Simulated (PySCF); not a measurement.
**Al²⁺ (aluminium, charge +2): UHF calculation**

Configuration: [Ne] 3d1, 2D determinant (an excited configuration). Computed with PySCF 2.14 in aug-cc-pV(T+d)Z with one added diffuse shell each of s, p, d, f type (7s6p5d3f, 71 functions), with no relativity, point nucleus.

```json
{
 "Total energy": "-240.509801 hartree",
 "One-electron energy": "-325.2560 hartree",
 "Hartree (Coulomb) energy": "102.3408 hartree",
 "Exchange energy": "-17.5946 hartree",
 "Kinetic energy": "240.48722 hartree",
 "⟨S²⟩": "0.7500",
 "⟨L²⟩": "6.000",
 "Sum of ⟨r⟩": "8.424 bohr",
 "Sum of ⟨r²⟩": "16.70 bohr²",
 "Traceless quadrupole moment −½Σ⟨3z² − r²⟩ along its main axis": "3.73 e·bohr²",
 "Density at the nucleus (Gaussians lack the cusp)": "1380 bohr⁻³",
 "Spin density at the nucleus": "-0.0302 bohr⁻³",
 "Langevin diamagnetic susceptibility": "-13.2 ×10⁻⁶ cm³/mol"
}
```

```
shell  electrons  mean orbital energy (hartree)  spread (hartree)  rms radius, mean of both spins (bohr)
 1s β          1                      -59.44689                 0                                  0.139
 1s α          1                      -59.44630                 0                                  0.139
 2s α          1                       -5.80428                 0                                  0.677
 2s β          1                       -5.80341                 0                                  0.677
 2p α          3                       -4.12588           0.00304                                  0.669
 2p β          3                       -4.12478           0.00491                                  0.669
 3d α          1                       -0.51072                 0                                   3.61
```

The outer electron is Rydberg-like, and this basis confines it to a smaller radius and binds it less than a complete one would.

Spin-orbit constants ζ (cm⁻¹) from the X2C one-electron operator on these orbitals (non-relativistic here): bare nucleus, nucleus screened by l(l+1)(2l+1)/3 electrons, and screened by the Breit-Pauli mean field of the electrons.

```csv
shell,bare,screened nucleus,mean field
2p,2649,2242,2057
3d,6.472,1.493,1.109
```

To first order the Landé constant is A = 1.109 cm⁻¹, so the lowest level has J = 3/2 and lies 0.000206 eV below the centre of the term.
